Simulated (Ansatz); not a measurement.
Geometry optimisation, RKS B3LYP/STO-3G (Ansatz).

Input:

```yaml
crystal:
  periodic: [false, false, false]
  atoms:
    - { symbol: Li, position_ang: [0.1561, -0.0267, -2.9306] }
    - { symbol: C, position_ang: [1.3731, -0.0382, 0.3351] }
    - { symbol: S, position_ang: [-0.018, -0.651, -0.6605] }
    - { symbol: C, position_ang: [-1.4074, 0.0413, 0.2833] }
    - { symbol: H, position_ang: [1.3647, 1.0478, 0.3696] }
    - { symbol: H, position_ang: [2.2893, -0.4004, -0.1241] }
    - { symbol: H, position_ang: [1.2762, -0.4552, 1.3342] }
    - { symbol: H, position_ang: [-1.2434, 1.101, 0.4675] }
    - { symbol: H, position_ang: [-2.3141, -0.1127, -0.2976] }
    - { symbol: H, position_ang: [-1.4765, -0.506, 1.2231] }
total_charge: 1
basis:
  gaussian: { orbitals: STO-3G }
hamiltonian:
  xc: b3lyp
relax:
  f_tol: 0.02
  max_steps: 40
```

Run as:

```bash
$ ansatz run input.yaml --threads 1 --pin off --max-ram 2048MiB --backend cpu --events-out ev --progress --plain --runs-dir out
```

**Question.** Where does it end, and by what steps?

**Answer.** The forces met the threshold. Limits of this set-up: minimal basis, the dipole of an ion depends on the origin. After 4 steps the energy has fallen by 0.116 eV; Li1 moved furthest, 0.19 Å.

| step | energy less start (eV) | largest force component (eV/Å) | accepted |
| --- | --- | --- | --- |
| 0 | 0.0000 | 1.327 | yes |
| 1 | -0.1086 | 0.241 | yes |
| 2 | -0.1152 | 0.077 | yes |
| 3 | -0.1161 | 0.032 | yes |
| 4 | -0.1163 | 0.014 | yes |

```xyz
10
Properties=species:S:1:pos:R:3
Li 0.093 0.064 -2.773
C 1.412 -0.066 0.334
S -0.005 -0.692 -0.672
C -1.432 0.047 0.241
H 1.403 1.033 0.399
H 2.344 -0.410 -0.140
H 1.333 -0.503 1.344
H -1.332 1.140 0.323
H -2.354 -0.209 -0.303
H -1.463 -0.404 1.247
```

Whether the end is a true minimum wasn't checked by a vibrational analysis.

Time of the run: 17 s on 1 thread of AMD EPYC (Zen 3) (shared host), peak memory 0.13 GiB.
